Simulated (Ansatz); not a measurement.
Computed with Ansatz on PBE0-D4/def2-TZVP structures; ΔE is electronic, products minus reactants. CCSD(T)/CBS adds triple-zeta CCSD(T) − MP2 to the extrapolated MP2 energy (def2 sets, frozen cores). This one scheme is used for every species. DFT in def2-TZVPP. For Mg outer-core shells are correlated without core-valence functions, which leaves a few kJ/mol of doubt a bond. Each species was taken in one conformer, which may not be the lowest.

Reaction (ligand exchange at a Mg–Cl bond): `[F][Mg][Cl]` + CH₃SH → `C[S][Mg][F]` + HCl

Problem. Is it downhill or uphill in electronic energy at CCSD(T)/CBS, and by how much? (Estimate.)

Solution. Ansatz gave: Uphill: ΔE = +84.3 kJ/mol.

Problem. What do these levels give: LDA (SPW92), revPBE-D4, PBE0-D4, CAM-B3LYP-D4, PBE-QIDH, PBE, BLYP, LC-ωPBE, SCS-MP2/def2-TZVPP, SCS-MP2/def2-QZVPP, HF/CBS(def2), CCSD/CBS(def2)? (Best estimate.)

Solution. Ansatz gave: LDA (SPW92) 76.3, revPBE-D4 78.0, PBE0-D4 82.2, CAM-B3LYP-D4 88.2, PBE-QIDH 85.8, PBE 79.0, BLYP 84.0, LC-ωPBE 88.0, SCS-MP2/def2-TZVPP 85.6, SCS-MP2/def2-QZVPP 87.1, HF/CBS(def2) 102.4, CCSD/CBS(def2) 87.1 kJ/mol.

Largest T1 diagnostic among the species: 0.011.

From BLYP to BHLYP (50 % exact exchange), in def2-TZVPP and without D4, ΔE moves by +8.6 kJ/mol. In def2-TZVPP, CCSD(T) changes the Hartree–Fock value by −17.6 kJ/mol (the triples alone add −2.9 kJ/mol) and MP2 by −17.1 kJ/mol. Leaving LDA and LC-ωPBE aside and taking each functional with its dispersion term where it has one, the values, not all of them listed here, spread over 12.6 kJ/mol, from PBE-D4 to BHLYP-D4.
